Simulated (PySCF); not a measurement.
SMILES C=CCF (C₃H₅F) (PBE/def2-SVP optimised geometry):

```
9

C      0.826    -1.009     0.842
C      0.065    -0.292     0.000
C     -1.433    -0.292     0.000
F     -1.925     1.009     0.000
H      1.925    -1.004     0.775
H      0.377    -1.640     1.629
H      0.533     0.340    -0.776
H     -1.819    -0.799    -0.916
H     -1.833    -0.834     0.887
```

Calculation: PBE/def2-TZVP run with PySCF.

Q: What are the frontier orbital energies and the dipole moment?

A: HOMO-2 -8.08 eV, HOMO-1 -7.91 eV, HOMO -6.78 eV, LUMO -1.39 eV, LUMO+1 0.92 eV; dipole moment 1.69 D.

Meta-Löwdin charges at PBE/def2-TZVP: C1 -0.25, C2 -0.11, C3 0.07, F4 -0.31, H5 0.13, H6 0.12, H7 0.12, H8 0.12, H9 0.11.
